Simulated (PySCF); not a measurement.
# [V(OH)4]- by CASSCF and spin-orbit coupling

[V(OH)4]-: V(III) (d2), charge -1. The structure is a PBE0-D3(BJ)/def2-TZVP geometry optimised for multiplicity 3; coordination tetrahedral, point group S4, metal–donor distances 1.90 Å.

```
9

V     0.0000    0.0000    0.0000
O     1.1781    1.1781    0.9036
H     0.7493    2.0133    1.1011
O    -1.1781   -1.1781    0.9036
H    -0.7493   -2.0133    1.1011
O    -1.1781    1.1781   -0.9036
H    -2.0133    0.7493   -1.1011
O     1.1781   -1.1781   -0.9036
H     2.0133   -0.7493   -1.1011
```

Method (PySCF 2.14, density fitting): CASSCF(2,5) with orbitals averaged over all microstates of the shell, strongly contracted NEVPT2 on the averaged canonical orbitals; basis x2c-TZVPall on the metal, x2c-SVPall elsewhere; spin-free X2C; IEF-PCM dichloromethane; spin-orbit coupling by state interaction with the mean-field operator over all roots.

## Spin-free states

```tsv
2S+1	deg.	symmetry	cubic parent	free-ion term	CASSCF / cm⁻¹	NEVPT2 / cm⁻¹	f(ED)	occupations
3	1	3B	3A2 1.00	3F 1.00	0	0	–	1.0 1.0 0.0 0.0 0.0
3	2	3E	3T2 0.99	3F 1.00	6270	6687	3.8e-06	0.8 0.2 0.5 0.5 0.0
1	1	1B	1E 1.00	1D 0.80	13827	11872	–	0.9 0.9 0.1 0.1 0.0
1	1	1A	1E 0.98	1D 0.72	14212	11907	–	1.2 0.8 0.0 0.0 0.0
3	1	3A	3T1 1.00	3F 1.00	12950	14222	1.5e-04	0.2 0.0 0.8 0.8 0.2
3	2	3E	3T1 1.00	3F 0.71	14323	14598	7.7e-04	0.2 0.6 0.5 0.5 0.3
3	1	3B	3T2 1.00	3F 1.00	14701	16470	0	0.0 1.0 0.0 0.0 1.0
1	2	1E	1T2 0.99	1D 0.75	20154	18458	–	0.8 0.2 0.5 0.5 0.0
1	1	1A	1A1 0.94	1G 0.96	22884	20673	–	0.5 1.0 0.2 0.2 0.0
1	2	1E	1T1 0.99	1G 1.00	24464	22937	–	0.2 0.8 0.5 0.5 0.0
1	1	1B	1T2 1.00	1D 0.99	25637	25047	–	0.0 0.5 0.6 0.6 0.5
3	1	3A	3T1 1.00	3P 1.00	27198	25231	1.3e-03	0.8 0.0 0.2 0.2 0.8
3	2	3E	3T1 1.00	3P 0.71	26531	26070	5.0e-04	0.1 0.2 0.5 0.5 0.7
1	1	1B	1E 1.00	1G 0.80	27723	26685	–	0.1 0.1 0.9 0.9 0.0
1	1	1A	1T1 0.98	1G 1.00	31592	30346	–	1.0 0.0 0.0 0.0 1.0
```

Only the lowest 15 spin-free levels are listed. Energies are counted from the ground state at NEVPT2 level. Weights follow the labels. f(ED) is the electric-dipole oscillator strength from the ground state at the fixed geometry, without vibronic coupling; occupations, where given, run over the ligand-field orbitals from the lowest.

## Ligand-field fit

| cm⁻¹ | CASSCF |
| --- | --- |
| 10Dq | 8712 |
| B | 905 |
| B, free ion | 1086 |
| C | 3540 |
| C, free ion | 4071 |
| rms of the fit | 270 |

| orbital | CASSCF / cm⁻¹ | metal share | main function |
| --- | --- | --- | --- |
| 1 | 0 | 0.96 | x2-y2 1.00 |
| 2 | 707 | 0.94 | z2 1.00 |
| 3 | 6479 | 0.89 | degenerate set |
| 4 | 6479 | 0.89 | degenerate set |
| 5 | 14238 | 0.85 | xy 1.00 |

ζ = 176 cm⁻¹, against 209 for the free ion.

## Spin-orbit levels

| E / cm⁻¹ | deg. | make-up |
| --- | --- | --- |
| 0.0 | 1 | 1.00 3B |
| 2.4 | 2 | 1.00 3B |
| 6647.4 | 1 | 1.00 3E |
| 6658.6 | 1 | 1.00 3E |
| 6697.8 | 2 | 1.00 3E |
| 6721.7 | 1 | 1.00 3E |
| 6738.4 | 1 | 1.00 3E |
| 11855.1 | 1 | 0.99 1B |
| 11913.2 | 1 | 0.99 1A |
| 14193.8 | 1 | 0.90 3A + 0.09 3E |
| 14198.6 | 2 | 0.92 3A + 0.08 3E |
| 14545.2 | 1 | 1.00 3E |
| 14548.2 | 1 | 0.98 3E |
| 14632.4 | 2 | 0.92 3E + 0.08 3A |
| 14675.5 | 1 | 1.00 3E |
| 14725.1 | 1 | 0.91 3E + 0.09 3A |
| 16488.5 | 2 | 0.99 3B |
| 16503.2 | 1 | 0.99 3B |
| 18468.7 | 2 | 1.00 1E |
| 20688.0 | 1 | 1.00 1A |
| 22950.2 | 2 | 1.00 1E |
| 24995.4 | 1 | 0.94 1B + 0.06 3E |
| 25225.8 | 1 | 0.98 3A |
| 25235.7 | 2 | 0.99 3A |

Only the lowest levels are listed: 32 of 45 states.

## Magnetism

The ground multiplet follows a spin Hamiltonian with S = 1, g = 1.906, 1.906, 1.963, D = 2.37 cm⁻¹, E/|D| = 0.00 (spin-orbit part alone); the lowest levels hold 100 % of the spin-free ground state. μeff is 2.80 μB at 300 K and 2.71 μB at 10 K; the spin-only value is 2.83 μB.

| T / K | χT / cm³ K mol⁻¹ | μeff / μB |
| --- | --- | --- |
| 2 | 0.768 | 2.48 |
| 5 | 0.898 | 2.68 |
| 10 | 0.920 | 2.71 |
| 20 | 0.928 | 2.72 |
| 30 | 0.931 | 2.73 |
| 50 | 0.935 | 2.73 |
| 75 | 0.940 | 2.74 |
| 100 | 0.945 | 2.75 |
| 150 | 0.955 | 2.76 |
| 200 | 0.964 | 2.78 |
| 250 | 0.974 | 2.79 |
| 300 | 0.983 | 2.80 |

Powder magnetisation at 2 K: 0.34 μB at 0.5 T, 0.65 μB at 1 T, 1.15 μB at 2 T, 1.46 μB at 3 T, 1.76 μB at 5 T, 1.86 μB at 7 T.

NEVPT2 on the d shell alone tends to put d–d bands too high for such charged or covalently bound ions.

The job took 6.3 s on one thread of Arm Neoverse V1 (shared host), with 124 basis functions, launched as `OMP_NUM_THREADS=1 python lf_run.py task.json out`.
